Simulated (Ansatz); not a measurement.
## Cost against result

Saddle point of Si₂H₈SeO, closed shell (Si₂H₆O ([SiH3][O][SiH3]) + H₂Se → Si₂H₆SeO ([SiH3][O][SiH2][SeH]) + H₂; bonds formed: Si1–Se8, H2–H7; bonds broken: Si1–H2, H7–Se8), PBE0-D4/def2-TZVP structure:

```xyz
12
angstrom
Si 0.3773 0.6709 0.4833
H 1.1136 -0.4545 -0.6067
O -1.0008 0.2560 -0.3271
Si -2.0561 -0.9697 -0.6008
H 0.4464 2.1014 0.1543
H 0.2134 0.0457 1.8083
H 1.8269 -0.1711 -0.1166
Se 2.9039 0.8206 1.1835
H -2.4074 -1.6441 0.6770
H -1.4390 -1.9646 -1.5171
H -3.2756 -0.4049 -1.2245
H 3.2974 1.7143 0.0862
```

Barriers are electronic and count from the start structure reached by relaxing down the imaginary mode.

Computed with Ansatz 0.2.0 (basis: as named in each row); correlated methods freeze the cores. Filled d shells of the heavier atoms are correlated. The def2 sets are not built for correlating such inner shells, so the correlated values are less sure here. B3LYP uses VWN-RPA correlation. Extrapolation: Hartree–Fock as exp(−7.88 √X), correlation as X^−2.97.

Times are rough, for one single point on 8 threads of a shared host (Arm Neoverse V2).

The estimate by CCSD(T) at an estimated basis limit (MP2 extrapolated from triple and quadruple zeta, plus CCSD(T) − MP2 in triple zeta) is 42.29 kcal/mol.

| method | basis | time (s) | barrier (kcal/mol) | method less estimate |
| --- | --- | --- | --- | --- |
| HF | STO-3G | under 1 | 100.56 | 58.28 |
| PBE-D4 | STO-3G | under 1 | 60.19 | 17.90 |
| SPW92 | def2-SVP | under 1 | 28.65 | -13.64 |
| B3LYP-D4 | 6-31G | under 1 | 51.00 | 8.71 |
| PBE-D4 | def2-SVP | under 1 | 34.57 | -7.72 |
| PBE0-D4 | def2-SVP | under 1 | 39.12 | -3.17 |
| SPW92 | def2-TZVPP | under 1 | 27.07 | -15.21 |
| BLYP-D4 | def2-TZVPP | 1 | 38.25 | -4.03 |
| PBE-D4 | def2-TZVPP | 2 | 32.66 | -9.62 |
| BHLYP-D4 | def2-TZVPP | 2 | 46.32 | 4.03 |
| B3LYP-D4 | def2-TZVPP | 2 | 41.28 | -1.01 |
| CAM-B3LYP-D4 | def2-TZVPP | 2 | 44.20 | 1.92 |
| PBE0-D4 | def2-TZVPP | 3 | 36.85 | -5.43 |
| r2SCAN-D4 | def2-TZVPP | 3 | 36.06 | -6.23 |
| wB97M-V | def2-SVP | 4 | 44.33 | 2.05 |
| r2SCAN0-D4 | def2-TZVPP | 4 | 38.82 | -3.46 |
| RPA on PBE | def2-TZVPP | 4 | 45.71 | 3.42 |
| B2PLYP | def2-TZVPP | 4 | 43.21 | 0.92 |
| PBE-QIDH | def2-TZVPP | 4 | 40.70 | -1.58 |
| CCSD(T) | def2-SVP | 6 | 50.99 | 8.70 |
| wB97X-V | def2-TZVPP | 6 | 43.90 | 1.61 |
| wB97M-V | def2-TZVPP | 6 | 42.42 | 0.13 |
| B97M-V | def2-TZVPP | 7 | 41.28 | -1.01 |
| MP2 | def2-QZVPP | 18 | 40.93 | -1.36 |
| CCSD(T) | def2-TZVPP | 160 | 44.43 | 2.15 |

All methods are single points on the PBE0-D4 structures.

No T1 diagnostic of these runs exceeds 0.012.

Labels in which every atom is bracketed show which atoms are joined, not bond orders.
